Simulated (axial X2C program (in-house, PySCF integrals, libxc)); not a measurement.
## CrF: bond constants with and without spin–orbit coupling

All values were computed with an axial X2C code built on PySCF integrals. Spin-free means the one-electron spin-free X2C Hamiltonian; two-component (2c) means X2C with spin–orbit coupling and atomic mean-field two-electron Coulomb and Gaunt terms, so the difference of the two also holds small scalar two-electron terms. Basis: Cr dyall-cv3z [9s10p6d3f2g], F dyall-av3z [7s6p3d2f] (cores contracted in-house); Gaussian nuclei, density fitting, unrestricted open shells. Masses: Cr 51.941 u, F 18.998 u.

The run was started with this input:
```json
{"zs": [24, 9], "q": 0, "bas": ["dyall-cv3z", "dyall-av3z"], "levels": ["PBE0", "HF", "PBE50"], "cc": true, "r0": 1.86, "thr": -2.0, "nmax": 90, "npts": 10, "nst": 2, "ntry": 6}
```
```bash
python so2c.py task.json out
```

Keys: zs atomic numbers; q charge; bas basis sets; levels methods; cc coupled cluster on or off; r0 starting distance in Å; thr threshold in hartree for freezing inner shells (an s shell follows its p shell); nmax most natural virtual spinors; npts points on the curve; nst determinants followed; ntry starts of the search. HF also brings MP2.

State, spin-free: M_S = 5/2, Λ = 0 (beyond evenly filled blocks: σα, π+α, π-α, δ+α, δ-α); electrons by block: σα: 9, σβ: 8, π+α: 4, π+β: 3, π-α: 4, π-β: 3, δ+α: 1, δ-α: 1. Fragments: Cr + F.

State, 2c: Ω = 5/2 (⟨Sz⟩ = 2.50, ⟨Lz⟩ = 0.00 at PBE0); electrons by block: 1/2: 12, -1/2: 12, 3/2: 4, -3/2: 4, 5/2: 1. Fragments: Cr + F.

| Hamiltonian | level | Re (Å) | ωe (cm⁻¹) | ωexe (cm⁻¹) | Be (cm⁻¹) | αe (cm⁻¹) | De (eV) | k (mdyn/Å) | μ (D) |
| --- | --- | --- | --- | --- | --- | --- | --- | --- | --- |
| spin-free | PBE0 | 1.779 | 662.4 | 3.99 | 0.3827 | 0.0031 | 4.80 | 3.6 | -4.01 |
| spin-free | HF | 1.812 | 672.8 | 3.32 | 0.3692 | 0.00261 | 3.48 | 3.71 | -3.29 |
| spin-free | MP2 | 1.790 | 672.0 | 3.38 | 0.3781 | 0.00274 | 5.08 | 3.7 | n/a |
| spin-free | CCSD | 1.786 | 689.9 | 3.33 | 0.3799 | 0.00266 | 4.84 | 3.9 | n/a |
| spin-free | CCSD(T) | 1.784 | 689.2 | 3.36 | 0.3806 | 0.00268 | 4.95 | 3.89 | n/a |
| spin-free | PBE50 | 1.774 | 683.9 | 4.32 | 0.3852 | 0.00306 | 4.50 | 3.83 | -4.14 |
| 2c | PBE0 | 1.780 | 661.7 | 3.99 | 0.3825 | 0.0031 | 4.80 | 3.59 | -4.02 |
| 2c | HF | 1.812 | 672.5 | 3.32 | 0.3691 | 0.00261 | 3.46 | 3.71 | -3.30 |
| 2c | MP2 | 1.791 | 671.8 | 3.37 | 0.378 | 0.00274 | 5.06 | 3.7 | n/a |
| 2c | PBE50 | 1.774 | 683.2 | 4.33 | 0.385 | 0.00307 | 4.49 | 3.82 | -4.15 |

Correlated methods: 13 electrons correlated (number of frozen shells: Cr 3 s, 2 p; F 1 s), 261 virtual spin orbitals or spinors in MP2.

Dipoles are positive if F is the positive end.

The state is a single determinant with fixed occupations, the lowest that a limited PBE0 search found. De is counted from the lowest determinant-based energies of the atoms at the same level, without counterpoise correction. Density functionals use the spin component along the axis (collinear). Coupled cluster ran in a truncated set of natural virtual spinors; the MP2 energy of the rest was added. (T) has no such correction and the atoms are truncated less, which lowers De at CCSD(T) by a hundredth of an eV or more. The 2c atoms are single determinants rather than J levels; their spin–orbit lowering is only partly caught, and De is too large by that part. This holds for PBE0, PBE50. Without a current term, density functionals place determinants with orbital angular momentum somewhat too high. With several unpaired electrons one determinant need not be a pure state. This is the top spin component of a Σ state; components of lower Ω are not single determinants and can lie lower. The T1 diagnostic is large, a sign of multireference character.

No reliable constants came from CCSD (2c), CCSD(T) (2c): no minimum in range, unconverged points, a curve that is not smooth, a change of character along it, or the two Hamiltonians disagreeing along it.

Rough cost a point (2c) on 1 thread(s) of a shared host, integrals apart: PBE0 0.7 s, HF 0.4 s, PBE50 0.7 s.

The whole task took 2.9 min on 1 thread of Arm Neoverse V1, with other jobs on the host.
